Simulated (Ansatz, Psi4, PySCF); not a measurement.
CH6AlOSi (SMILES [CH3][Al+][O][SiH3]), charge +1, singlet, geometry from GFN2-xTB (such geometries of metal compounds can be far from the true shape). Base run: PySCF with B3LYP/STO-3G.

Geometry (Å):
```xyz
10

Al    -0.6941     0.4610     0.7378
C     -1.8173     1.3405     2.0850
H     -2.5318     0.6254     2.5107
H     -2.3616     2.1800     1.6350
H     -1.1591     1.7149     2.8785
O      0.2924    -0.2399    -0.3361
Si     1.3598    -0.9582    -1.5208
H      0.5688    -0.7905    -2.7369
H      1.4915    -2.3205    -1.0111
H      2.5439    -0.1109    -1.3981
```
Charge +1, spin multiplicity 1.
All else is at PySCF's defaults.

The same geometry, method and basis name were run in Ansatz (an electronic-structure program) and Psi4 and PySCF, at each program's defaults and at the settings that a row names. The base is PySCF at its defaults. Differences at the defaults can come from grids, fitting, cores and function types together.

```tsv
code and settings	ΔE vs base (µEh)	basis functions	E (Eh)	SCF cycles
PySCF, defaults (exact integrals, its default grid, spherical functions)	0.0	34	-640.96321	10
Psi4, defaults (density fitting with its default set, its default grid, spherical functions)	-1833	34	-640.96504	8
Ansatz, defaults (factorised integrals, its default grid, spherical functions)	4.7	34	-640.96320	-
PySCF, density fitting with def2-universal-jkfit	-1843	34	-640.96505	10
PySCF, fine grid	4.2	34	-640.96320	10
Psi4, exact integrals, spherical functions, fine grid	4.0	34	-640.96320	11
Ansatz, high accuracy	4.0	34	-640.96320	-
```
